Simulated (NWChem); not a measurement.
Ionisation of Ag2

```
Ag
Ag 1 2.5786
```
Charge 0, spin multiplicity 1.

Everything below was run with NWChem. All single points use one geometry, from PBE0/def2-SVP with def2 effective core potentials on Ag, a minimum by its harmonic frequencies.

Basis set: def2-TZVP. −ε marks an orbital energy of the parent.

Effective core potentials replace the inner electrons of Ag; spin-orbit coupling is left out. B3LYP has NWChem's definition, with VWN1-RPA local correlation. The structure started from a generated list of species.

One of these methods gave a first vertical ionisation energy of 6.26 eV. Which?
A) −ε(HOMO) of HF
B) G0W0@PBE0
C) −ε(HOMO) of B3LYP
D) −ε(HOMO) of r2SCAN

A, −ε(HOMO) of HF. The others give 5.70 (−ε(HOMO) of B3LYP), 5.19 (−ε(HOMO) of r2SCAN), 7.22 (G0W0@PBE0).
